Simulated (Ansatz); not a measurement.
Consider the isomerisation: `F[Si](F)(F)[SnH3]` → `[F][Sn]([F])([F])[SiH3]`.

Calculated with Ansatz (gas phase, PBE0-D4/def2-TZVP geometries, no zero-point term in ΔE). CCSD(T)/CBS adds triple-zeta CCSD(T) − MP2 to the extrapolated MP2 energy (def2 sets, frozen cores). Elements past krypton have def2 core potentials. For Sn outer-core shells are correlated without core-valence functions, which leaves a few kJ/mol of doubt a bond.

```
                  species  CCSD(T)/CBS(def2) energy (Eh)
      `F[Si](F)(F)[SnH3]`                     -804.48109
`[F][Sn]([F])([F])[SiH3]`                     -804.39187
```

Task: Work out ΔE.

Result: ΔE = (-804.39187) − (-804.48109) = 0.08922 Eh = +56.0 kcal/mol.

Largest T1 diagnostic among the species: 0.015.

At CCSD(T), def2-SVP lies −6.2 kcal/mol from the extrapolated value and def2-TZVPP +4.5 kcal/mol. From r2SCAN to r2SCAN0 (25 % exact exchange), in def2-TZVPP and without D4, ΔE moves by +4.5 kcal/mol.
